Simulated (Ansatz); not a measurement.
Molecule: sum formula WOF$_{2}$, net charge 0, triplet state. The spin state was set by rule; other spins were not relaxed. 
Coordinates optimised at B3LYP-D3(BJ)/def2-TZVP (Ansatz, a quantum-chemistry and plane-wave program):
```
W
O 1 1.6928
F 1 1.8928 2 121.40
F 1 1.8928 2 121.40 3 -180.00
```
Charge 0, spin multiplicity 3.

Parts of the frozen-core correlation energy in def2-TZVPP (Ansatz, hartree). Frozen orbitals: 7; correlated occupied orbitals by spin: 14 and 12; virtual: 128 and 130. UHF or UKS for open shells. Spin-orbit coupling is left out. Past Kr the def2 sets carry scalar-relativistic core potentials.

```json
[
 {"term": "reference (HF)", "value": "-340.39559"},
 {"term": "MP2 opposite-spin", "value": "-0.65560"},
 {"term": "MP2 same-spin", "value": "-0.26892"},
 {"term": "CCSD correlation", "value": "-0.90571"},
 {"term": "(T)", "value": "-0.04096"},
 {"term": "T1 diagnostic", "value": "0.030"},
 {"term": "largest doubles amplitude", "value": "0.053"},
 {"term": "<S^2> of the reference", "value": "2.122"}
]
```
